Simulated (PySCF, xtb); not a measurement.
ReO3, SMILES [O]=[Re+](=[O])=[O], charge +1, multiplicity 1.

Harmonic wavenumbers (cm⁻¹) from GFN2-xTB in xtb at its own minimum, in rising order: 300, 325, 325, 895, 919, 920.

Task: What does PBE0-D3(BJ)/def2-TZVP (PySCF) give at its own minimum? (An estimate is asked for; the answer gives what the named calculation found.)

Result: 347, 384, 384, 1049, 1049, 1117. Paired by order, the mean absolute difference is 108 cm⁻¹ and the zero-point energies are 5.3 and 6.2 kcal/mol.
